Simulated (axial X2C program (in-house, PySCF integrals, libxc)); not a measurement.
**Potential curves of GeS⁺, with spin–orbit coupling**

All values were computed with an in-house all-electron X2C program for linear molecules (integrals from PySCF). Two-component (2c) means X2C with spin–orbit coupling and atomic mean-field two-electron Coulomb and Gaunt terms. Basis: Ge dyall-cv3z [9s9p7d4f1g], S dyall-av3z [9s8p3d2f] (cores contracted in-house); Gaussian nuclei, density fitting, unrestricted open shells. Masses: Ge 73.921 u, S 31.972 u.

State: Ω = 3/2 (⟨Sz⟩ = 0.50, ⟨Lz⟩ = 1.00 at HF). Energies in eV from the fragments at the same level (Ge+ + S). Fits are polynomials in 1 − R0/R over 0.85 to 1.23 times the lowest point R0.

```
 R (Å)     CCSD  CCSD(T)      MP2
1.8905                    -2.1843
1.9774  -2.6376  -2.7724  -2.7894
2.0426  -2.8986  -3.0424  -3.0495
2.1078  -3.0351  -3.1887  -3.1844
2.1730  -3.0756  -3.2394  -3.2228
2.2491  -3.0312  -3.2076  -3.1754
2.3251  -2.9144  -3.1038  -3.0551
2.4229  -2.6910  -2.8975  -2.8259
```

Correlated methods: 9 electrons correlated (number of frozen shells: Ge 3 s, 2 p, 1 d; S 2 s, 1 p), 235 virtual spin orbitals or spinors in MP2.

Occupations by symmetry block were frozen at the best pattern of an incomplete PBE0 search. Dissociation energies refer to the lowest single-determinant-based atoms at the same level and basis. Coupled cluster ran in a truncated set of natural virtual spinors; the MP2 energy of the rest was added. (T) has no such correction and the atoms are truncated less, which lowers De at CCSD(T) by a hundredth of an eV or more. Some points did not converge and are left out. The determinant is spin-polarised beyond a pure state at some levels (its spin-free form has ⟨S²⟩ too high), which makes Re and μ there less reliable. With the outer-core shells frozen, correlated bond lengths of heavy atoms tend to come out a few hundredths of an ångström too long. Coupled cluster ran on the points near the minimum only. MP2 and coupled cluster on one determinant become unreliable at the stretched end.

Fit the CCSD curve near its minimum: give the equilibrium distance, the harmonic wavenumber and the well depth.

At CCSD, 2c: Re = 2.173 Å, ωe ≈ 458 cm⁻¹, De = 3.08 eV to Ge+ + S; Be follows as 0.16 cm⁻¹.

Fit the CCSD(T) curve near its minimum: give the equilibrium distance, the harmonic wavenumber and the well depth.

At CCSD(T), 2c: Re = 2.183 Å, ωe ≈ 447 cm⁻¹, De = 3.24 eV to Ge+ + S; Be follows as 0.158 cm⁻¹.

What are Re, ωe and De at the MP2 level?

At MP2, 2c: Re = 2.171 Å, ωe ≈ 461 cm⁻¹, De = 3.22 eV to Ge+ + S; Be follows as 0.16 cm⁻¹.
